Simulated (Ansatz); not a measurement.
Question: Name a neutral molecule of B, C, N, O and H with LUMO energy (B3LYP/def2-TZVPP) between 0.20 and 0.50 eV and HOMO energy (B3LYP/def2-TZVPP) between -7.20 and -6.90 eV (Ansatz, PBE0-D4/def2-TZVP geometry).

Answer: `OB1CN1` (0.33 eV, -6.96 eV); `CNB(C)O` (0.33 eV, -6.94 eV); `NCB(O)O` (0.29 eV, -7.05 eV). Other molecules can fit too; these were computed, each in one conformer that needn't be the lowest.

B3LYP here is the variant with VWN-RPA as its local correlation; programs differ in this.
